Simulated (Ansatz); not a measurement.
A search over several starts for the lowest SCF solution of Te6Mo3 at the given spin, in a small basis.

```yaml
crystal:
  periodic: [false, false, false]
  atoms:
    - {symbol: Mo, position_ang: [-1.252449, -0.467061, 0.413382]}
    - {symbol: Mo, position_ang: [-0.046519, 1.389602, 0.430843]}
    - {symbol: Mo, position_ang: [1.541102, -0.908051, -0.505951]}
    - {symbol: Te, position_ang: [-3.736802, 0.495854, 0.763030]}
    - {symbol: Te, position_ang: [0.286834, -2.602168, 1.031071]}
    - {symbol: Te, position_ang: [-0.330535, 0.283397, -2.033248]}
    - {symbol: Te, position_ang: [2.545850, 0.912839, 1.064090]}
    - {symbol: Te, position_ang: [-2.264474, 2.869977, 0.781678]}
    - {symbol: Te, position_ang: [3.256975, -1.974389, -1.944884]}
basis:
  gaussian: {orbitals: def2-SVP, initial_orbitals: start.molden}
magnetization: {spin_polarized: true, initial_magnetization: 2}
hamiltonian: {xc: pbe0, dispersion: d4}
output: {orbitals: {seedname: orbitals}}
```

The file start.molden holds the orbitals of an earlier run on this structure, at another level or in another basis.

```sh
$ ansatz run in.yaml --threads 2 --pin off --events-out ev --progress --plain --max-ram 20480MiB --backend cpu
```

Output, abridged:

```
Functional definition: PBE0
2979 factors; integrals over basis functions are off by at most 7.9e-4 eV
mean field evaluation 1: about -49336.0980 eV, gradient 6.0e0 eV
mean field evaluation 2: about -49336.3483 eV, gradient 3.6e-1 eV
mean field evaluation 4: about -49336.7610 eV, gradient 6.9e-2 eV
mean field evaluation 8: about -49336.7612 eV, gradient 2.4e-5 eV
mean field evaluation 16: about -49306.6136 eV, gradient 8.3e1 eV
mean field evaluation 32: about -49336.7605 eV, gradient 7.6e-2 eV
mean field evaluation 64: about -49336.7374 eV, gradient 3.4e-1 eV
mean field -49336.76124301 eV, -1813.0925340227 hartree, gradient 1.7e-5 eV, S^2 2.074188; 7 other end points of the search recorded, 0 dependent functions left out
reference -49336.76128179 eV, -1813.0925354480 hartree; 94, 92 occupied and 155, 157 virtual orbitals, 2979 factors
Total energy: -49337.83787299 eV, -1813.1320994447 hartree
```

Run time 2.8 min (2 threads of AMD EPYC 7R13 on a shared host), peak host memory 2.2 GiB.

In the def2 sets Mo, Te take a core potential; there is no spin–orbit coupling. At PBE0-D4/def2-TZVP a singlet of charge 0 lies 0.29 eV below the triplet, each at its own geometry.
